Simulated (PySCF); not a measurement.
Broadened absorption spectrum of C3H6Si

Species: C₃H₆Si.
SMILES: `[SiH3]C1C=C1`

Computed, not measured: PySCF, TDDFT B3LYP/def2-SVPD, vertical, gas phase, core orbitals frozen in the response. Isolated species at its GFN2-xTB geometry, gas phase.

Each state is given a Gaussian of 0.25 eV full width at half maximum, with ε(max) = 2.175×10⁸ f / Δν̃ (Δν̃ the width in cm⁻¹). The cross-section is σ = 3.8235×10⁻²¹ ε cm², given in Mb (10⁻¹⁸ cm²). The width is an assumption, not a result. The curve ends short of the highest state used, and states not computed would add to its high-energy end.

(λ (nm), σ (Mb)): (186.4, 6.58), (188.1, 2.21), (189.8, 0.62), (191.5, 0.33), (193.2, 0.60), (194.9, 1.22), (196.6, 2.06), (198.3, 2.81), (200.0, 3.07), (201.7, 2.69), (203.4, 1.88), (205.2, 1.02), (206.9, 0.46), (208.6, 0.17), (210.3, 0.05), (212.0, 0.02), (213.7, 0.02), (215.4, 0.06), (217.1, 0.22), (218.8, 0.65), (220.5, 1.60), (222.2, 3.29), (223.9, 5.70), (225.6, 8.40), (227.4, 10.67), (229.1, 11.46), (230.8, 10.67), (232.5, 8.66), (234.2, 6.17), (235.9, 3.88), (237.6, 2.16), (239.3, 1.07), (241.0, 0.48), (242.7, 0.19), (244.4, 0.07), (246.1, 0.02)

**Question.** Where are the band maxima, and which computed states make them?

**Answer.** 229 nm (5.41 eV), ε about 3000, made up of S1 (100%); 200 nm (6.20 eV), ε about 800, made up of S2 (92%) (ε in L mol⁻¹ cm⁻¹; maxima over ε = 5, shares over 10%). At its high-energy end, 6.65 eV, the curve is still rising (ε about 1700, from S5). The states used: S1 5.41 eV (f 0.028); S2 6.20 eV (f 0.0069); S3 6.32 eV (f 0.0010); S4 6.82 eV (f 0.0039); S5 6.83 eV (f 0.056); S6 7.03 eV (f 0.091); S7 7.23 eV (f 0.0027); S8 7.25 eV (f 0.0066).

**Question.** What would ε be at 5.41 eV, the highest of these maxima, with half the width (0.125 eV)?

**Answer.** About 5990 L mol⁻¹ cm⁻¹ against 3000, a factor of about 2.00; a lone state at its own centre would give exactly 2.

**Question.** Coming from long wavelengths, where does ε first pass 100 L mol⁻¹ cm⁻¹?

**Answer.** At about 241 nm (5.14 eV), 0.28 eV below S1.

**Question.** On this curve, what absorbance would a 10⁻⁴ mol/L sample give at 193 nm over a 1 cm path?

**Answer.** 193 nm is 6.424 eV, where ε is about 140 L mol⁻¹ cm⁻¹, so A = ε c l ≈ 0.014 (Beer–Lambert, with the gas-phase spectrum and the assumed width).

The run took 14 s wall on one thread, Arm Neoverse N1 (aarch64), shared host with 64 logical CPUs at a one-minute load of 50, and the process peaked at 0.51 GiB of memory.
